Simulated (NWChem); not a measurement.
# CH5NSn, singlet; SMILES [CH3][Sn][NH2]

```xyz
8

Sn     0.4006     0.0773    -0.0005
C     -0.8629    -1.7361    -0.0017
H     -0.4304    -2.5134    -0.6514
H     -1.8905    -1.5232    -0.3353
H     -0.9067    -2.1489     1.0207
N     -1.1925     1.3348    -0.0010
H     -2.1668     1.0463    -0.0078
H     -1.1123     2.3465     0.0173
```
Atoms are numbered in this order, from 1.

Results from NWChem. Low-valent species are run as closed-shell singlets; no triplet was tried in these runs. All runs use the structure optimised with PBE0/def2-SVP. def2 effective core potentials on Sn; no spin-orbit coupling. B3LYP is NWChem's, with the RPA form of VWN correlation. Ions are spin-unrestricted doublets at the neutral geometry; other ion states weren't tried.

Task: Among these, which level gives the lowest value of “ΔSCF minus −ε(HOMO) (eV)”?
A) B3LYP/def2-SVPD
B) BHandHLYP/def2-SVPD
C) PBE/def2-SVPD
D) r2SCAN/def2-SVPD

Result: B, BHandHLYP/def2-SVPD. Values: BHandHLYP/def2-SVPD 1.13; B3LYP/def2-SVPD 2.27; r2SCAN/def2-SVPD 2.75; PBE/def2-SVPD 2.96
